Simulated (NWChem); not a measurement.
# C2H2F2; SMILES F/C=C\F

```xyz
6

F     -1.3905     0.0000     0.5573
C     -0.6638     0.0000    -0.5713
C      0.6638     0.0000    -0.5713
F      1.3905     0.0000     0.5573
H     -1.2493     0.0000    -1.4839
H      1.2493     0.0000    -1.4839
```
Atoms are numbered in this order, from 1.

Level: B3LYP/6-31G* (spherical d) (NWChem), optimised geometry, unscaled harmonic frequencies. 

Task: List the harmonic frequencies with IR intensities, and the thermochemistry.

Result: 
```
frequency (cm⁻¹)  IR intensity (km/mol)
----------------  ---------------------
228                                 2.2
504                                 0.0
772                                27.6
796                                31.1
859                                 0.0
1038                               60.4
1158                              106.7
1298                               30.6
1422                               35.1
1791                               45.1
3231                                0.2
3255                               13.9
```

```
Quantity                                                                            Value
-----------------------------------------------------------------------  ----------------
zero-point energy                                                           23.4 kcal/mol
thermal correction to the enthalpy at 298.15 K (with zero-point energy)     26.4 kcal/mol
heat capacity Cv                                                         11.8 cal/(mol K)
entropy at 298.15 K and 1 atm (symmetry number 2)                        64.2 cal/(mol K)
dipole moment                                                                      2.17 D
```

Rigid rotor and harmonic oscillator.
